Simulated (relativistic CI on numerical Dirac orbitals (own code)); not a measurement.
Spin-allowed bands of a d8 ion in a tetrahedral site, by hand

Problem. Take Δ = 4900 cm⁻¹ and B = 890 cm⁻¹ for a d8 ion in a tetrahedral site. Calculate the three spin-allowed bands.

Working.
1. The terms of highest spin are 3F (energy 0) and 3P (15B = 13350 cm⁻¹). Here the F term splits into A2 at +1.2Δ = 5880, T2 at +0.2Δ = 980 and T1 at −0.6Δ = -2940 cm⁻¹.
2. The two T1 states mix through the element 0.4Δ: H = [[-2940, 1960], [1960, 13350]], with roots ½(H₁₁ + H₂₂) ∓ ½√[(H₂₂ − H₁₁)² + 4H₁₂²] = ½(10410) ∓ ½(16755) = -3173 and 13583 cm⁻¹.
3. The ground term is 3T1 at -3173 cm⁻¹.
4. Bands: 3T2 4153 cm⁻¹ (2408 nm), 3A2 9053 cm⁻¹ (1105 nm), 3T1(P) 16755 cm⁻¹ (597 nm).

Check. Exact diagonalisation of the whole d8 shell with these parameters gives 3T2 4153, 3A2 9053, 3T1 16755 cm⁻¹. The match is exact, since without spin-orbit coupling no other term has this spin. The ratio of the second band to the first, 2.180, depends on Δ/B = 5.5 alone, which is how a Tanabe-Sugano diagram is read.
